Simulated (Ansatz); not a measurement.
A nudged elastic band was laid between two geometries of H2S + H9N3Si2 (17 atoms, charge 0, multiplicity 1).

All numbers below come from Ansatz, RKS BLYP/6-31G*.

```yaml
movable_images: 5
climbing_image: yes
spring: 5.0 eV/Å²
optimiser: quadratic models (default)
start_path: straight line
force_threshold: 0.03 eV/Å
iteration_limit: 60
end_points: relaxed
```

Initial state:

```xyz
17
Properties=species:S:1:pos:R:3
Si -0.086 0.230 0.110
Si -0.270 0.478 2.462
H -1.660 0.145 2.935
H 0.671 -0.399 3.237
H -0.001 1.895 2.872
N 1.606 0.339 -0.291
H 2.250 -0.307 0.171
H 1.848 0.429 -1.281
N -0.817 1.456 -0.912
H -1.838 1.495 -0.959
H -0.437 2.405 -0.865
N -0.852 -1.335 -0.235
H -1.671 -1.599 0.322
H -1.035 -1.553 -1.222
S 1.744 -3.637 0.331
H 0.651 -2.808 0.153
H 1.422 -3.900 1.629
```

Final state:

```xyz
17
Properties=species:S:1:pos:R:3
Si 0.462 -0.688 -0.930
Si -0.456 0.344 4.060
H -1.505 0.967 3.191
H -0.830 0.553 5.493
H 0.863 0.987 3.786
N 1.460 0.296 -1.968
H 2.215 -0.143 -2.496
H 1.007 1.028 -2.518
N -0.510 0.480 -0.083
H -1.234 0.140 0.552
H -0.042 1.299 0.309
N -0.721 -1.864 -1.463
H -0.378 -2.711 -1.922
H -1.543 -1.503 -1.955
S 1.994 -1.893 0.083
H 1.129 -2.839 0.547
H -0.383 -1.121 3.772
```

Task: What changes between the two ends?

Result: Bonds broken: Si1–Si2, S15–H17. Bonds formed: Si1–S15, Si2–H17. H2S + H9N3Si2 becomes H4Si + H7N3SSi.

Task: What energy profile does the band end with?

Result: It converged. The highest image is number 3 of 0 to 6, 1.78 eV above the first end and 2.49 eV above the last; the last end lies 0.71 eV below the first. Neighbouring images differ by up to 1.9 eV, so the band resolves the path poorly. Another band between the same ends (5 images) ends at a top of the same energy, where a vibrational analysis finds 1 clearly imaginary mode. The orbitals stay closed-shell, which can raise the energy where a bond breaks towards radicals; this wasn't checked here.

```csv
image,path coordinate (Å),energy (eV),Si1–Si2 (Å),S15–H17 (Å),Si1–S15 (Å)
0,0.00,0.00,2.37,1.36,4.28
1,1.97,0.07,2.37,1.36,4.20
2,3.94,0.33,2.38,1.37,3.87
3,5.91,1.78,2.68,1.88,2.84
4,8.10,-0.15,3.75,2.50,2.25
5,10.28,-0.69,4.67,3.28,2.20
6,12.46,-0.71,5.18,4.46,2.20
```

Task: What is the geometry of the highest image?

Result: 
```xyz
17
Properties=species:S:1:pos:R:3:forces:R:3
Si 0.100 -0.330 -0.118 0.00 0.01 -0.01
Si -0.048 0.057 2.532 0.00 0.01 0.00
H -1.540 0.120 2.655 0.00 0.00 -0.01
H 0.474 -0.733 3.694 0.00 0.00 -0.01
H 0.539 1.432 2.593 0.00 0.00 0.01
N 1.622 0.207 -0.742 -0.02 -0.02 -0.01
H 2.349 -0.477 -0.952 0.00 0.01 0.00
H 1.594 0.969 -1.423 0.00 0.00 0.01
N -0.864 1.139 -0.233 0.01 0.00 0.00
H -1.835 1.119 0.083 0.00 0.00 0.00
H -0.435 2.031 0.021 0.00 0.00 0.00
N -1.036 -1.530 -0.637 -0.01 -0.02 -0.02
H -0.678 -2.460 -0.856 0.00 0.00 0.01
H -1.733 -1.219 -1.320 -0.01 0.02 0.00
S 1.678 -2.539 0.713 0.01 0.00 0.01
H 0.646 -3.367 1.048 0.00 0.00 0.00
H 0.695 -1.084 1.397 0.00 0.00 0.01
```

Run time: 5.9 min on 4 threads of Arm Neoverse V1 (shared host), peak memory 0.21 GiB.
